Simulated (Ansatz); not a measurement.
Ansatz results at the PBE0-D4/def2-TZVP geometry: LUMO energy (PBE0/def2-TZVPP) -0.50 eV; LUMO energy (ωB97M-V/def2-TZVPP) 1.44 eV; HOMO–LUMO gap (ωB97M-V/def2-TZVPP) 11.63 eV.

(1) Which molecule gave them?
A. `ClC1=CC[SiH2]1`
B. `CC#C[SiH2]Cl`
C. `[BH2][Ga]([BH2])[F]`
D. `[CH3][Al]([OH])[Se][GaH2]`

Results:

(1) B. The others give `ClC1=CC[SiH2]1`: -0.41, 1.62, 11.09; `[BH2][Ga]([BH2])[F]`: -2.89, -0.96, 8.47; `[CH3][Al]([OH])[Se][GaH2]`: -0.59, 0.84, 9.53.
